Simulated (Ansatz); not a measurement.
## Ansatz (development build ahead of 0.2.0) run

```yaml
crystal:
  periodic: [false, false, false]
  atoms:
    - { symbol: F, position_ang: [-0.915, -0.94245, -0.915] }
    - { symbol: Li, position_ang: [-0.915, -0.94245, 0.915] }
    - { symbol: Li, position_ang: [-0.915, 0.94245, -0.915] }
    - { symbol: F, position_ang: [-0.915, 0.94245, 0.915] }
    - { symbol: Li, position_ang: [0.915, -0.94245, -0.915] }
    - { symbol: F, position_ang: [0.915, -0.94245, 0.915] }
    - { symbol: F, position_ang: [0.915, 0.94245, -0.915] }
    - { symbol: Li, position_ang: [0.915, 0.94245, 0.915] }
basis:
  gaussian: { orbitals: "6-31G" }
hamiltonian:
  xc: hf
```

The input is written out in the form of the current development build from the run's settings.

Output:

* Converged: yes
* Total energy: -428.03285 hartree
* Spin squared of the determinant: 0.000
